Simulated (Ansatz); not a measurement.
Ansatz results at the PBE0-D4/def2-TZVP geometry: LUMO energy (PBE0/def2-TZVPP) -2.63 eV; size of the dipole moment (PBE/def2-TZVPP) 2.14 D; HOMO–LUMO gap (B3LYP/def2-TZVPP) 4.27 eV.

Each molecule was computed in one conformer, which needn't be the lowest.

Question: Which molecule gave them?
A. `CC1=CN1`
B. `F[C@H]1B[C@@H]1F`
C. `B[SiH](F)[SiH2]N`
D. `CBN[SiH2]C`

Answer: C. The others give `F[C@H]1B[C@@H]1F`: -2.49, 1.50, 5.18; `CC1=CN1`: 0.27, 2.13, 5.54; `CBN[SiH2]C`: 0.27, 1.08, 7.88.

B3LYP here is the variant with VWN-RPA as its local correlation; programs differ in this.
